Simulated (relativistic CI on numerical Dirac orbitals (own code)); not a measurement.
## Ligand-field terms of d5

Computed with a parametric ligand-field model of a d^n configuration (Racah B and C, spin-orbit zeta, crystal field), exact diagonalisation.

Field parameters in Wybourne normalisation: Oh B⁴₀ = 21Dq, B⁴₄ = √(5/14) B⁴₀; Td as Oh with Dq negative (B⁴₀ = 21Dq, B⁴₄ = √(5/14) B⁴₀). The field is a parameter set, without covalency.

Question: Ground term and bands for B = 750, C = 3110, ζ = 0 cm⁻¹, Td, 10Dq = -6400 cm⁻¹?

Answer: Ground term 6A1 with 2.00 electrons in the two orbitals of the cubic e set. Spin-allowed: none. Lowest spin-forbidden: 4T1 18695 cm⁻¹ (535 nm), 4T2 21702 cm⁻¹ (461 nm), 4A1+E 23050 cm⁻¹ (434 nm). A high-spin d5 ion has no spin-allowed d-d band, hence its pale colour.

Question: Ground term and bands for B = 930, C = 3480, ζ = 0 cm⁻¹, Td, 10Dq = -8150 cm⁻¹?

Answer: Ground term 6A1 with 2.00 electrons in the two orbitals of the cubic e set. Spin-allowed: none. Lowest spin-forbidden: 4T1 20845 cm⁻¹ (480 nm), 4T2 24854 cm⁻¹ (402 nm), 4A1+E 26700 cm⁻¹ (375 nm). A high-spin d5 ion has no spin-allowed d-d band, hence its pale colour.

Question: Ground term and bands for B = 1010, C = 4260, ζ = 0 cm⁻¹, Oh, 10Dq = 19350 cm⁻¹?

Answer: Ground term 6A1 with 2.00 electrons in the two orbitals of the cubic e set. Spin-allowed: none. Lowest spin-forbidden: 2T2 15232 cm⁻¹ (656 nm), 4T1 15410 cm⁻¹ (649 nm), 4T2 21994 cm⁻¹ (455 nm). A high-spin d5 ion has no spin-allowed d-d band, hence its pale colour.

Question: Ground term and bands for B = 640, C = 2790, ζ = 0 cm⁻¹, Oh, 10Dq = 21050 cm⁻¹?

Answer: Ground term 2T2 with 0.05 electrons in the two orbitals of the cubic e set. Spin-allowed: 2A2 17799 cm⁻¹ (562 nm), 2T1 18020 cm⁻¹ (555 nm), 2T2 19615 cm⁻¹ (510 nm), 2E 21125 cm⁻¹ (473 nm). Lowest spin-forbidden: 6A1 6423 cm⁻¹ (1557 nm), 4T1 8114 cm⁻¹ (1232 nm), 4T2 12771 cm⁻¹ (783 nm).

Question: A d5 ion in Oh symmetry has the ground term 2T2 and bands at 4T1 17730 cm⁻¹ (564 nm), 4T2 22163 cm⁻¹ (451 nm), 2A2 25188 cm⁻¹ (397 nm), 2T1 25405 cm⁻¹ (394 nm), 2T2 27011 cm⁻¹ (370 nm), 6A1 27726 cm⁻¹ (361 nm), 2E 28189 cm⁻¹ (355 nm). Which parameters reproduce them?

Answer: B = 580, C = 2090, ζ = 0 cm⁻¹, Oh, 10Dq = 28100 cm⁻¹.
